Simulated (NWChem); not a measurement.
## Basis-set convergence for FISn

```xyz
3

Sn    -0.9356    -0.8988     0.0000
F      0.3601    -2.3749     0.0000
I      0.8215     1.2512     0.0000
```
Charge 0, spin multiplicity 1.

Everything below was run with NWChem. The geometry was optimised at B3LYP/def2-SVP with def2 effective core potentials on Sn, I, a minimum by its harmonic frequencies.

Quantity: first vertical ionisation energy at the level G0W0@PBE.

Effective core potentials replace the inner electrons of Sn, I; spin-orbit coupling is left out. GW and range-separated runs recompute their integrals, the others keep them in memory, which bears on the times. The structure started from a generated list of species.

Relative cost: rough, from shared machines, SCF included, def2-SVP = 1.

| basis | functions | first vertical ionisation energy (eV) | relative cost |
|---|---|---|---|
| def2-SVP | 66 | 8.46 | 1 |
| def2-SVPD | 90 | 8.56 | under 3 |
| def2-TZVPP | 131 | 8.87 | 6 |
| def2-TZVP | 131 | 8.87 | 6 |
| def2-TZVPD | 155 | 8.88 | 9 |
| def2-QZVP | 221 | 9.12 | 40 |

Smallest basis within 0.05 eV of def2-QZVP, the largest set run: no smaller one. def2-QZVP isn't the basis-set limit itself, and a small set can land close by cancellation.
